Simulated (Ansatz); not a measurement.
H4SSiTe, SMILES `S[SiH2][TeH]`. The species carries charge 0 and has multiplicity 1. Te takes the def2 core potential.

Cartesian coordinates in Å:
```
S 1.1268 0.9858 1.5472
Si -0.4070 0.3531 0.2084
Te 0.6280 -0.4604 -1.9124
H 1.7619 -0.1989 1.5493
H -1.2453 -0.7417 0.7568
H -1.2322 1.5700 0.0192
H -0.6321 -1.5079 -2.1684
```

**Question.** What are the harmonic wavenumbers in cm⁻¹ at PBE0-D4/def2-TZVP (Ansatz, finite differences of forces, unscaled)? (Estimate.)

**Answer.** The calculation gave: 77, 129, 240, 339, 466, 517, 566, 625, 759, 842, 935, 2150, 2226, 2243, 2707.

**Question.** Is this a minimum?

**Answer.** Yes, all 15 modes are real.

**Question.** Give the ideal-gas thermochemistry at 298.15 K and 1 bar (rigid rotor, harmonic oscillator; point group C1, symmetry number 1).

**Answer.** Zero-point energy 88.6 kJ/mol; H(298) − E = 107.3 kJ/mol; entropy 343.6 J/(mol·K), of which translation 174.4, rotation 115.7, vibration 53.4; G(298) − E = 4.9 kJ/mol. Modes under 100 cm⁻¹ are hindered rotations or soft bends, so the harmonic entropy is rough.
